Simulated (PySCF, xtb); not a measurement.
Bi(F)2(OMe) (CH3BiF2O), SMILES C[O][Bi]([F])[F].

GFN2-xTB run with xtb at its own geometry gives an orbital gap of 5.99 eV and a dipole moment of 5.48 D.

The structure is a stationary point at B3LYP-D3(BJ)/def2-SVP. The def2 effective core potentials stand for the cores of Bi; spin–orbit coupling is left out. The values are those of a single conformer.

What does PBE/def2-TZVP (PySCF) give? (Estimate from the structure and the level; the computed values follow.)

gap 4.22 eV (levels -6.55 and -2.33 eV), dipole 3.29 D.
